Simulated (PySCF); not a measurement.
## ZnBr: script and output

Input:

```python
from pyscf import gto, dft

mol = gto.M(
    atom='Zn 0 0 0; Br 0 0 2.144',
    basis='sbkjc',
    ecp={'Zn': 'sbkjc', 'Br': 'sbkjc'},
    charge=0,
    spin=1,
    symmetry=True,
    verbose=3,
)
mf = dft.UKS(mol, xc='hf,lyp')
mf.kernel()
mf.mulliken_pop()
mf.dip_moment()
print('orbital energies (hartree):', [e[max(0, n-3):n+3].round(4) for e, n in zip(mf.mo_energy, mol.nelec)])
```

```bash
$ OMP_NUM_THREADS=1 python input.py
```

The log (some set-up lines and the per-cycle HOMO/LUMO lines with their warnings removed):

```
converged SCF energy = -239.141687891411  <S^2> = 0.75293512  2S+1 = 2.002933
 ** Mulliken pop       alpha | beta **
pop of  0 Zn 3s        0.73800 | 0.72912
pop of  0 Zn 4s        0.54529 | 0.20328
pop of  0 Zn 5s        0.39694 | 0.06036
pop of  0 Zn 6s        0.24180 | 0.26342
pop of  0 Zn 3px       0.81179 | 0.81182
pop of  0 Zn 3py       0.81179 | 0.81182
pop of  0 Zn 3pz       0.81954 | 0.81627
pop of  0 Zn 4px       0.02964 | 0.02640
pop of  0 Zn 4py       0.02964 | 0.02640
pop of  0 Zn 4pz       0.26025 | 0.10593
pop of  0 Zn 5px       0.00602 | 0.00555
pop of  0 Zn 5py       0.00602 | 0.00555
[27 lines left out]
In total            14.00000 | 13.00000
 ** Mulliken atomic charges   ( Nelec_alpha | Nelec_beta ) **
charge of  0Zn =      0.22210  (    10.33350      9.44441 )
charge of  1Br =     -0.22210  (     3.66650      3.55559 )
Dipole moment(X, Y, Z, Debye):  0.00000,  0.00000, -2.88791
orbital energies (hartree): [array([-0.4396, -0.4396, -0.329 ,  0.0351,  0.0351,  0.0977]), array([-0.4897, -0.4365, -0.4365, -0.0431,  0.0473,  0.0473])]
```

In short: E(SCF) = -239.141688 Eh, ⟨S²⟩ = 0.753, μz(SCF) = -2.89 D.

Hardware: AMD EPYC 9R45 96-Core, 1 thread, shared host. Wall time 1.2 s, peak memory 0.18 GiB.

The bond length is a typed value, not an optimised one. No search for the lowest solution was made.
